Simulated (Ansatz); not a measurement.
Molecule: C4H3OSe (charge 0, doublet). It need not be the lowest isomer of its formula. 
Coordinates optimised at B3LYP-D3(BJ)/def2-TZVP (Ansatz, a quantum-chemistry and plane-wave program):
SMILES: c1c[se]cc1[O]
```xyz
9

O     -1.3521    -2.3272    -0.7012
C     -0.6371    -1.3517    -0.4395
C      0.8119    -1.2682    -0.7194
C      1.4060    -0.1282    -0.3611
Se     0.1897     1.1154     0.4359
C     -1.1223    -0.1461     0.1819
H      1.3212    -2.0997    -1.1861
H      2.4427     0.1479    -0.4687
H     -2.1480     0.0123     0.4731
```
Charge 0, spin multiplicity 2.

Basis-set convergence of Hartree-Fock and CCSD correlation energies (hartree) with Ansatz. Correlated levels leave the core frozen unless marked. UHF or UKS for open shells. Spin-orbit coupling is left out. The frozen core is the preceding noble-gas configuration, with the filled d and f shells of earlier blocks. No relativistic terms.

The UHF reference is spin-contaminated (<S^2> 0.32 over the pure value in the largest basis). 

| basis | functions | E(HF) | E(corr, CCSD) |
|---|---|---|---|
| cc-pVDZ | 112 | -2627.86245 | -0.82050 |
| cc-pVTZ | 235 | -2628.00075 | -1.00170 |
| cc-pVQZ | 433 | -2628.01947 | -1.06155 |

Extrapolating the two largest sets (X = 3 and 4) as X^-3: E(corr) = (64·(-1.06155) - 27·(-1.00170))/37 = -1.1052 Eh, an estimate of the basis-set limit. The largest set recovers 96.0 % of it, the smallest 74.2 %.
